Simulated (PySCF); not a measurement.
From a computed spectrum to the compound

A species of 5 atoms with charge -1 has these harmonic modes (PBE0, small Gaussian bases with core potentials, PySCF 2.14.0):

```tsv
cm⁻¹	km/mol	symmetry
24	0.0	e
24	0.0	e
31	0.9	t2
31	0.9	t2
31	0.9	t2
123	0.0	a1
171	44.0	t2
171	44.0	t2
171	44.0	t2
```

(1) Which species is it, and in which structure?

Answers

(1) [CeI4]− (singlet in the valence; each metal's 4f electrons, 1 of them, lie in its core potential, out of spins and levels):
```xyz
5

Ce    0.0000    0.0000    0.0000
I     1.7477    1.7477    1.7477
I    -1.7477   -1.7477    1.7477
I     1.7477   -1.7477   -1.7477
I    -1.7477    1.7477   -1.7477
```
Ideal gas at 298.15 K and 1 bar: S = 492.0 J/(mol K), Cp = 106.4 J/(mol K), H − H(0 K) = 28.1 kJ/mol (rigid rotor, harmonic modes, spin degeneracy alone, that of the 4f electrons in the core included; the modes under 60 cm⁻¹ make these uncertain). An lcecp potential fixes the number of 4f electrons, so in runs with it no electron can move into or out of that shell.
 This is one of several that fit.
